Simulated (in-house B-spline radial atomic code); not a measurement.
Response of Sb3+ as one setting changes: the radius of a hard wall (bohr). Method: PBE0. A dash marks a strongly mixed or unbound state. A box has no continuum, so excitations may lie above minus the highest level. Computed with a B-spline radial code for spherical atoms: linear response of the closed shell [Kr] 4d10 5s2 with the functional's adiabatic kernel; scalar-relativistic (spin-free one-electron X2C), finite nucleus, no spin-orbit coupling, no double excitations, S, P, D and F terms only; shells from n = 3 respond. Only terms of natural parity with L up to 3 were computed.

```
radius of a hard wall (bohr)  lowest 1P (eV)  lowest 3P, Tamm-Dancoff (eV)  minus highest occupied level (eV)  α (bohr³)
                         2.5  5s → 5p 21.072                5s → 5p 16.503                             17.755      3.407
                           3  5s → 5p 16.644                5s → 5p 12.500                              31.85      5.278
                         3.5               ?                             ?                                  ?          ?
                           4  5s → 5p 13.019                 5s → 5p 9.460                              38.78      8.602
                         4.5  5s → 5p 12.353                 5s → 5p 8.960                              39.49      9.635
                         5.5  5s → 5p 11.863                 5s → 5p 8.626                              39.83      10.54
                         6.5               ?                             ?                                  ?          ?
                           8  5s → 5p 11.751                 5s → 5p 8.564                              39.87      10.75
                          10  5s → 5p 11.751                 5s → 5p 8.563                              39.87      10.75
                          15  5s → 5p 11.751                 5s → 5p 8.563                              39.87      10.75
```

Task: What belongs in the row for 6.5?

Result: lowest 1P (eV): 5s → 5p 11.767; lowest 3P, Tamm-Dancoff (eV): 5s → 5p 8.571; minus highest occupied level (eV): 39.87; α (bohr³): 10.72.

Task: What belongs in the row for 3.5?

Result: lowest 1P (eV): 5s → 5p 14.285; lowest 3P, Tamm-Dancoff (eV): 5s → 5p 10.480; minus highest occupied level (eV): 36.89; α (bohr³): 7.104.
